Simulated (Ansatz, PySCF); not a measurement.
C$_{5}$H$_{13}$MgN (SMILES C[CH](C)[Mg][N](C)C), singlet, geometry from GFN2-xTB (such geometries of metal compounds can be far from the true shape), with bond 20-14 at 1.8 times its length. Base run: PySCF with CASSCF(6,6)/STO-3G.

The PySCF input:
```python
from pyscf import gto, scf, mcscf
import numpy

mol = gto.M(
    atom='''
Mg   -1.057799   -0.265037    0.672121
C    -1.051462   -0.674836   -1.416597
C     0.230676   -1.434239   -1.714428
C    -1.075291    0.644088   -2.174021
H    -1.904816   -1.282453   -1.741594
H     0.346746   -1.605094   -2.789948
H     1.099578   -0.864662   -1.374600
H     0.236792   -2.406230   -1.214648
H    -2.012785    1.178699   -2.005463
H    -0.971763    0.476823   -3.251822
H    -0.247884    1.284804   -1.858140
N     0.479983    0.462429    1.597832
C     0.970455    1.724162    1.119941
C     1.570232   -0.431681    1.872810
H     1.601342    2.208101    1.881400
H     1.587843    1.632413    0.203437
H     0.123560    2.382817    0.903575
H     2.219638   -0.611225    0.993233
H     2.214132   -0.021912    2.666683
H     0.856407   -2.163135    2.482244
''',
    basis='sto-3g',
    charge=0,
    spin=0,
    verbose=4,
)

mf = scf.RHF(mol)
mf.kernel()
mc = mcscf.CASSCF(mf, 6, 6)
mc.fix_spin_(ss=0.0)
mc.kernel()
occ = numpy.linalg.eigvalsh(mc.fcisolver.make_rdm1(mc.ci, mc.ncas, mc.nelecas))[::-1]
ss = mc.fcisolver.spin_square(mc.ci, mc.ncas, mc.nelecas)[0]
print('natural occupations', occ.round(4), ' <S^2>', round(ss, 4))
```

Programs used: Ansatz (a program for electronic structure), PySCF; a row that names a program was run with it.

Each row names what was changed in the base input (with any setting that the change needs).

```json
[
 {"change": "base", "ΔE vs base (mEh)": "0.000", "natural occupations": "1.98 1.96 1.72 0.28 0.03 0.02", "<S^2> of the state": "0.00"},
 {"change": "active space = 4 electrons, 5 orbitals", "ΔE vs base (mEh)": "17.037", "natural occupations": "1.97 1.72 0.28 0.03 0.00", "<S^2> of the state": "0.00"},
 {"change": "code = ansatz; correction = SC-NEVPT2, all electrons", "ΔE vs base (mEh)": "-301.1", "natural occupations": "-", "<S^2> of the state": "-"},
 {"change": "solver = newton", "ΔE vs base (mEh)": "7.789", "natural occupations": "1.99 1.97 1.72 0.28 0.04 0.01", "<S^2> of the state": "0.00"},
 {"change": "fix_spin_ = off", "ΔE vs base (mEh)": "0.000", "natural occupations": "1.98 1.96 1.72 0.28 0.03 0.02", "<S^2> of the state": "0.00"},
 {"change": "active space = 2 electrons, 3 orbitals", "ΔE vs base (mEh)": "101.8", "natural occupations": "1.97 0.03 0.00", "<S^2> of the state": "0.00"},
 {"change": "orbitals = fixed (CASCI); correction = SC-NEVPT2", "ΔE vs base (mEh)": "-295.3", "natural occupations": "2.00 1.99 1.80 0.20 0.01 0.00", "<S^2> of the state": "0.00"},
 {"change": "start = MP2 natural orbitals", "ΔE vs base (mEh)": "0.823", "natural occupations": "1.98 1.97 1.73 0.27 0.03 0.02", "<S^2> of the state": "0.00"},
 {"change": "active space = 4 electrons, 6 orbitals", "ΔE vs base (mEh)": "16.418", "natural occupations": "1.96 1.72 0.28 0.03 0.00 0.00", "<S^2> of the state": "0.00"},
 {"change": "state_average = 2 states", "ΔE vs base (mEh)": "39.040", "natural occupations": "-", "<S^2> of the state": "-"},
 {"change": "correction = SC-NEVPT2", "ΔE vs base (mEh)": "-301.2", "natural occupations": "1.98 1.96 1.72 0.28 0.03 0.02", "<S^2> of the state": "0.00"}
]
```

Active orbitals are taken around the Fermi level unless the row says otherwise; CASSCF can end in different local minima, and two programs can end on different orbitals. State-averaged rows give the lowest state.

Ansatz warned in this series: other orbitals give a lower active-space energy.
